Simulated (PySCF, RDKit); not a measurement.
Pair of molecules: C2H4 (SMILES C=C) (first 6 atoms) with C3H8 (SMILES CCC); geometry from B3LYP-D3(BJ)/def2-TZVP, rigid monomers moved along the line of their centres of mass till C1···H13 is 3.40 Å.
(charge 0, multiplicity 1):
```xyz
17

C      0.6473    -0.3392     0.2789
C     -0.5402     0.2366     0.1678
H      1.4945     0.1819     0.7076
H      0.8201    -1.3562    -0.0516
H     -1.3892    -0.2846    -0.2576
H     -0.7131     1.2534     0.4994
C     -1.1988    -0.5028     4.4084
C      0.3257    -0.4503     4.4324
C      0.8667     0.9732     4.3333
H     -1.5663    -1.5272     4.4946
H     -1.6252     0.0758     5.2319
H     -1.5852    -0.0880     3.4746
H      0.7190    -1.0461     3.6044
H      0.6947    -0.9172     5.3506
H      1.9584     0.9905     4.3410
H      0.5308     1.4537     3.4115
H      0.5179     1.5851     5.1690
```

Interaction energies are E(AB) − E(A) − E(B) at the monomers' geometry in the complex; basis-set methods are counterpoise corrected. Rows marked so take none. RDKit's UFF carries no charges.

Rows in 6-31G* carry no dispersion term and start afresh at each structure (6-31G* with six Cartesian d functions).

Programs: PySCF for 6-31G* rows; RDKit for the force fields. Each number belongs to the level named beside it.

Q: What interaction energy does UFF give?

A: -1.4 kcal/mol

Q: Give the interaction energy at the level HF/6-31G*.

A: 0.3 kcal/mol

Q: Estimate the interaction energy that B3LYP/6-31G* (no counterpoise) returns for this input.

A: -0.4 kcal/mol
